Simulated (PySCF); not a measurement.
# How methods differ on the ionisation energy of Se⁺

Se⁺ [Ar] 3d10 4s2 4p3 (4S) → Se²⁺ [Ar] 3d10 4s2 4p2 (3P), as a difference of total energies. All numbers are calculated (PySCF 2.14, the spin-free X2C one-electron Hamiltonian (Gaussian nucleus), in ANO-RCC-VTZP (6s5p3d1f, 43 functions)). Correlated levels: valence: [Ar] 3d10 frozen; valence and next inner shell: [Ne] frozen. The calculations carry no spin-orbit coupling.

| method | ionisation energy (eV) | plus first-order spin-orbit estimate | error of that sum (eV) |
| --- | --- | --- | --- |
| UHF | 20.856 | 20.567 | -0.629 |
| LDA | 21.474 | 21.184 | -0.012 |
| PBE | 21.309 | 21.020 | -0.176 |
| PBE0 | 21.406 | 21.117 | -0.079 |
| r2SCAN | 21.590 | 21.301 | +0.105 |
| TPSSh | 21.407 | 21.118 | -0.078 |
| BP86 | 21.395 | 21.106 | -0.090 |
| wB97X | 21.137 | 20.848 | -0.348 |
| M06-L | 21.103 | 20.813 | -0.383 |
| MP2 (valence) | 21.355 | 21.066 | -0.130 |
| SCS-MP2 (valence) | 21.205 | 20.915 | -0.281 |
| MP2 (valence and next inner shell) | 21.438 | 21.149 | -0.047 |
| SCS-MP2 (valence and next inner shell) | 21.263 | 20.973 | -0.223 |

Reference: 21.196 ± 0.01 eV (measured; NIST Atomic Spectra Database, ionization energies).

A first-order spin-orbit estimate (lowest level to lowest level, LS coupling) adds -0.289 eV.

Errors of the correlated levels include the incompleteness of this basis and the frozen core.
